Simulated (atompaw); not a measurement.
An all-electron radial function and its pseudo partner (chromium (Cr))

Columns: radius, all-electron u(r) and pseudo u(r) of the 3d shell (level -9.84 eV) of chromium in the configuration [Ar] 3d5 4s0 4p0; PBEsol, scalar-relativistic, PAW (atompaw) scheme, atompaw 4.2.0.5.

| r (bohr) | all-electron | pseudo |
| --- | --- | --- |
| 0.100 | 0.0460 | 0.0023 |
| 0.200 | 0.1961 | 0.0181 |
| 0.300 | 0.3791 | 0.0575 |
| 0.400 | 0.5421 | 0.1251 |
| 0.500 | 0.6660 | 0.2189 |
| 0.600 | 0.7492 | 0.3308 |
| 0.700 | 0.7964 | 0.4480 |
| 0.800 | 0.8155 | 0.5567 |
| 0.900 | 0.8144 | 0.6446 |
| 1.000 | 0.7996 | 0.7036 |
| 1.100 | 0.7759 | 0.7316 |
| 1.200 | 0.7468 | 0.7319 |
| 1.300 | 0.7147 | 0.7121 |
| 1.400 | 0.6812 | 0.6814 |
| 1.500 | 0.6473 | 0.6474 |
| 1.600 | 0.6138 | 0.6138 |
| 1.700 | 0.5811 | 0.5811 |
| 1.800 | 0.5494 | 0.5494 |
| 1.900 | 0.5190 | 0.5190 |
| 2.000 | 0.4898 | 0.4898 |
| 2.100 | 0.4620 | 0.4620 |
| 2.200 | 0.4356 | 0.4356 |
| 2.300 | 0.4104 | 0.4104 |
| 2.400 | 0.3866 | 0.3866 |
| 2.500 | 0.3639 | 0.3639 |
| 2.600 | 0.3425 | 0.3425 |

Question: How many radial nodes do the two functions have?

Answer: The all-electron 3d function has n − l − 1 = 0; the pseudo-wave has 0.

Question: At about which radius was the pseudo-wave matched?

Answer: 1.55 bohr. The columns agree to 0.0005 from 1.40 bohr on; several derivatives are matched, so the curves merge somewhat inside the radius.

Question: Is the pseudo-wave norm-conserving?

Answer: No, it belongs to a PAW set: the norm inside the radius is not constrained, and the difference is carried by the augmentation charge.
